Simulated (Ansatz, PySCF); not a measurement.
Process, species as SMILES: C1CC2=C1CC2 -> [CH]1CC2=C1CC2 + H atom (the C-H bond at the site shown breaks; other sites are not compared here)
Geometries: B3LYP-D3(BJ)/def2-TZVP minima from Ansatz (an electronic-structure program), one conformer each, not searched for the lowest. Frequencies are from Ansatz or PySCF. Markedly spin-contaminated UHF reference, which strains HF, MP2 and, less, CCSD(T): [CH]1CC2=C1CC2.

Property: bond dissociation energy (0 K, with B3LYP-D3(BJ) harmonic zero-point energies), in kcal/mol. Valence correlation only, unless marked. Open shells are spin-unrestricted. Spin-orbit coupling is left out. No relativistic terms. Basis-set limits of correlation are two-point, X^-3; Hartree-Fock from the larger set.

```csv
level,program,bond dissociation energy (kcal/mol)
PBE-D4/def2-TZVPD,Ansatz + dftd4,85.5
BLYP/def2-TZVPD,Ansatz,85.4
r2SCAN/def2-TZVPD,Ansatz,83.9
B97M-V/def2-TZVPD,Ansatz,86.7
B3LYP-D3(BJ)/def2-TZVPD,Ansatz + dftd3,88.1
BHLYP/def2-TZVPD,Ansatz,87.2
CAM-B3LYP-D3(BJ)/def2-TZVPD,Ansatz + dftd3,88.9
```

Problem. Predict the CCSD(T)/CBS(cc-pVTZ,cc-pVQZ) result (Ansatz).

Solution. 91.7 kcal/mol
